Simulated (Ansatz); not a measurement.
Calculated with Ansatz (gas phase, PBE0-D4/def2-TZVP geometries, no zero-point term in ΔE). CCSD(T)/CBS adds triple-zeta CCSD(T) − MP2 to the extrapolated MP2 energy (def2 sets, frozen cores). This one scheme is used for every species. DFT in def2-TZVPP. For Br outer-core shells are correlated without core-valence functions, which leaves a few kJ/mol of doubt a bond. Scalar relativity is left out up to krypton. One conformer a species, not always the lowest.

Reaction (hydrogenolysis of the Si–Cl bond): `O[Si](S)(Cl)Br` + H₂ → `O[SiH](S)Br` + HCl

`O[Si](S)(Cl)Br`:

Cartesian coordinates in Å:
```
O -0.564 -1.433 0.591
Si 0.043 -0.095 -0.094
S -0.177 1.392 1.377
Cl 2.001 -0.328 -0.626
Br -1.051 0.351 -1.968
H -0.844 -2.151 0.019
H 0.591 2.264 0.702
```

H₂:

Z-matrix (Å, degrees):
```
H
H 1 0.746
```

`O[SiH](S)Br`:

Z-matrix (Å, degrees):
```
Si
S 1 2.127
Br 1 2.224 2 108.8
O 1 1.628 2 108.6 3 -122.6
H 1 1.472 2 114.2 3 119.5
H 2 1.343 1 94.0 3 -31.7
H 4 0.960 1 118.0 2 55.3
```

HCl:

```xyz
2

Cl    0.607    0.152    0.133
H    -0.607   -0.152   -0.133
```

| level | ΔE (kJ/mol) | difference from CCSD(T)/CBS |
| --- | --- | --- |
| r2SCAN-D4 | 83.1 | 5.8 |
| BHLYP-D4 | 76.6 | -0.7 |
| PBE0 | 71.0 | -6.3 |
| r2SCAN0 | 78.4 | 1.1 |
| CAM-B3LYP | 66.2 | -11.1 |
| LC-ωPBE | 70.5 | -6.8 |
| CCSD/def2-SVP | 60.5 | -16.8 |
| CCSD(T)/def2-TZVPP | 71.3 | -6.0 |
| HF/CBS(def2) | 56.9 | -20.4 |
| CCSD/CBS(def2) | 72.8 | -4.5 |
| CCSD(T)/CBS | 77.3 | 0 |

What do rigid-rotor, harmonic-oscillator terms from PBE0-D4/def2-TZVP frequencies (298.15 K, 1 bar) make of the CCSD(T)/CBS value? (Best estimate.)

The calculation gave: ΔZPE = +9.7 kJ/mol, ΔH = +83.5 kJ/mol, ΔS = 24 J/(mol·K), ΔG = +76.5 kJ/mol.

Largest T1 diagnostic among the species: 0.010.

Leaving LDA and LC-ωPBE aside and taking each functional with its dispersion term where it has one, the values, not all of them listed here, spread over 13.2 kJ/mol, from B2PLYP to revPBE-D4. LDA lies +4.1 kJ/mol from PBE without D4. From r2SCAN to r2SCAN0 (25 % exact exchange), in def2-TZVPP and without D4, ΔE moves by −3.0 kJ/mol.

CCSD(T)/CBS has its own doubt, a few kJ/mol and more with outer-core shells, so smaller differences from it don't rank the levels.
